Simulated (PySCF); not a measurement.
[Bi(OCH3)2]+ at several levels of theory

Computed with PySCF 2.14.0 (density fitting, no spin-orbit coupling) at the geometry relaxed with PBE0:

```xyz
11
[Bi(OCH3)2]+ (singlet)
Bi    0.0000    0.0000   -0.4318
O     1.6078    0.0969    0.7773
C     1.9051    0.0833    2.1622
H     2.9032   -0.3634    2.2804
H     1.9362    1.1164    2.5442
H     1.1753   -0.4996    2.7448
O    -1.6078   -0.0969    0.7773
C    -1.9051   -0.0833    2.1622
H    -2.9032    0.3634    2.2804
H    -1.9362   -1.1164    2.5442
H    -1.1753    0.4996    2.7448
```

| level | basis | state | HOMO (eV) | gap (eV) | charge on Bi1 (e) | dipole about the centre of mass (D) | largest force component (eV/Å) |
| --- | --- | --- | --- | --- | --- | --- | --- |
| PBE0 | Bi def2-SVP with ECP60, O def2-SVP, C def2-SVP, H def2-SVP | singlet | -12.90 | 4.26 | 1.40 | 1.61 | 0.01 |
| TPSS | the same | singlet | -11.64 | 2.52 | 1.29 | 2.10 | 0.78 |
| M06-L | the same | singlet | -11.68 | 2.68 | 1.45 | 1.51 | 0.81 |

Charges are Mulliken's, which hang on the basis. The relaxation used the grid (50, 194), these runs (75, 302) or, all-electron (x2c bases, spin-free X2C Hamiltonian), (99, 590).

Question: What does PBE0 with Bi def2-TZVP with ECP60, O def2-TZVP, C def2-TZVP, H def2-TZVP give here?

Answer: state singlet, HOMO (eV) -12.97, gap (eV) 4.29, charge on Bi1 (e) 1.34, dipole about the centre of mass (D) 1.44, largest force component (eV/Å) 1.16. Time: 22 s on 2 threads of Arm Neoverse V2 (shared host), from free ions and atoms.

In the first row's basis the gap widens with exact exchange: 2.5 to 2.7 eV for TPSS, M06-L (none); 4.3 eV for PBE0 (a fixed share).

A frequency check found unstable modes (1, the lowest at -27 cm⁻¹), so the relaxed geometry is a saddle point, or these are noise.
